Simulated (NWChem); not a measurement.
# CH5NOSi2; SMILES C1=N[SiH2][SiH2]O1

```xyz
10

C      1.5608    -0.0256     0.0000
N      1.0248    -1.1752     0.0000
Si    -0.7395    -1.2091     0.0000
Si    -0.8019     1.1359     0.0000
O      0.9320     1.1671     0.0000
H      2.6550     0.1101     0.0000
H     -1.2762    -1.8843     1.2164
H     -1.2762    -1.8843    -1.2164
H     -1.2589     1.8631    -1.2179
H     -1.2589     1.8631     1.2179
```
Atoms are numbered in this order, from 1.

Computed with NWChem. Medium grid unless said otherwise, to which SCAN and Minnesota functionals are sensitive. Structure relaxed at the PBE0/def2-SVP level. Total energies of different functionals are on different scales.

```csv
level,energy (Ha),highest occupied level (eV),orbital gap (eV),dipole (D)
PBE/def2-TZVP,-749.7043,-6.13,4.56,1.29
B3LYP/def2-TZVP,-750.2411,-7.14,6.39,1.45
Hartree-Fock/def2-TZVP,-748.0868,-10.30,12.69,1.67
r2SCAN/def2-TZVP,-750.0567,-6.38,5.05,1.34
CAM-B3LYP/def2-TZVP,-750.1400,-8.66,9.08,1.57
M06-2X/def2-TZVP,-750.0866,___,___,1.60
```

Problem. Complete the blanks.

Solution. 
- M06-2X/def2-TZVP, highest occupied level (eV): -8.53
- M06-2X/def2-TZVP, orbital gap (eV): 8.75
